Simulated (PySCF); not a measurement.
**How methods differ on the excitation energy of Sb²⁺**

Sb²⁺ [Kr] 4d10 5s2 5p1 (2P) → Sb²⁺ [Kr] 4d10 5s1 5p1 5d1 (high-spin determinant), as a difference of total energies. Computed with PySCF 2.14 in aug-cc-pVQZ-PP with one added diffuse shell each of s, p, d, f, g type with ECP28MDF (8s8p6d4f3g, 117 functions), with scalar relativity through the core potential. Correlated levels: valence: 4s2 4p6 4d10 frozen. The calculations carry no spin-orbit coupling.

```tsv
method	excitation energy (cm⁻¹)
UHF	142740
LDA	155840
PBE	151980
PBE0	151180
r2SCAN	150730
wB97X-V	155110
M06	156290
B3LYP	154200
MP2 (valence)	148240
SCS-MP2 (valence)	151120
```

The promoted electron is Rydberg-like, and one or two diffuse shells describe it only roughly, which tends to raise the upper state.

The determinant of the upper state mixes LS terms, which raises its energy above the lowest term, most at the Hartree-Fock and MP2 levels.
